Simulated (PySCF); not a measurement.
As30H14: Orbital levels and atomic charges

System: As30H14 (flake arsenene).

Cartesian coordinates (Å):
```
  1 As   -1.752    1.018   -0.645
  2 As   -3.523    2.039    0.614
  3 As   -5.279    1.021   -0.650
  4 As   -5.282   -1.015    0.607
  5 As   -3.513   -2.028   -0.660
  6 As   -1.762   -1.017    0.625
  7 As    3.521    4.067   -0.607
  8 As    1.755    5.083    0.649
  9 As   -0.005    4.070   -0.614
 10 As   -0.005    2.026    0.645
 11 As    1.761    1.017   -0.625
 12 As    3.513    2.028    0.660
 13 As    5.282    1.016   -0.607
 14 As    1.751   -1.018    0.645
 15 As    3.522   -2.038   -0.614
 16 As    5.279   -1.021    0.649
 17 As   -7.059   -2.035   -0.634
 18 As   -7.075   -4.085    0.584
 19 As   -5.292   -5.095   -0.634
 20 As   -3.521   -4.067    0.608
 21 As    0.005   -2.026   -0.645
 22 As    0.005   -4.070    0.615
 23 As    1.774   -5.102   -0.624
 24 As    3.532   -4.088    0.624
 25 As   -1.774    5.103    0.624
 26 As   -3.532    4.087   -0.624
 27 As    7.076    4.084   -0.584
 28 As    5.293    5.095    0.635
 29 As    7.059    2.035    0.634
 30 As   -1.755   -5.083   -0.649
 31 H    -6.346    1.640    0.196
 32 H     1.753    6.316   -0.198
 33 H     6.346   -1.640   -0.197
 34 H    -8.110   -1.425    0.238
 35 H    -8.121   -4.689   -0.303
 36 H    -5.289   -6.311    0.237
 37 H     1.753   -6.326    0.237
 38 H     4.602   -4.682   -0.239
 39 H    -1.753    6.326   -0.239
 40 H    -4.602    4.682    0.238
 41 H     8.121    4.689    0.304
 42 H     5.289    6.312   -0.236
 43 H     8.110    1.425   -0.239
 44 H    -1.753   -6.316    0.198
```

Method: PBE/def2-SVP, gas phase, PySCF, fitting set def2-universal-JFIT, grid level 1.

Spin-orbit coupling is left out, which matters for the heavier atoms here.

Give the orbital energies near the gap.


```
orbital     eV
 HOMO-4  -5.39
 HOMO-3  -5.19
 HOMO-2  -5.18
 HOMO-1  -5.16
   HOMO  -5.13
   LUMO  -2.59
 LUMO+1  -2.57
 LUMO+2  -2.57
 LUMO+3  -2.55
```

Give the partial charges of the non-hydrogen atoms.


```
atom  Mulliken    IAO  Hirshfeld
 As1     -0.01  -0.01      -0.01
 As2     -0.04   0.00       0.00
 As3      0.04   0.02       0.03
 As4     -0.04   0.00       0.00
 As5     -0.03  -0.02      -0.01
 As6      0.00   0.00       0.00
 As7     -0.04   0.00       0.00
 As8      0.04   0.02       0.03
 As9     -0.04   0.00       0.00
As10     -0.01  -0.01      -0.01
As11      0.00   0.00       0.00
As12     -0.03  -0.02      -0.01
As13     -0.04   0.00       0.00
As14     -0.01  -0.01      -0.01
As15     -0.04   0.00       0.00
As16      0.04   0.02       0.03
As17      0.02   0.01       0.03
As18      0.01   0.02       0.04
As19      0.02   0.01       0.03
As20     -0.04   0.00       0.00
As21     -0.01  -0.01      -0.01
As22     -0.04   0.00       0.00
As23      0.03   0.02       0.03
As24      0.03   0.02       0.03
As25      0.03   0.02       0.03
As26      0.03   0.02       0.03
As27      0.01   0.02       0.04
As28      0.02   0.01       0.03
As29      0.02   0.01       0.03
As30      0.04   0.02       0.03
```
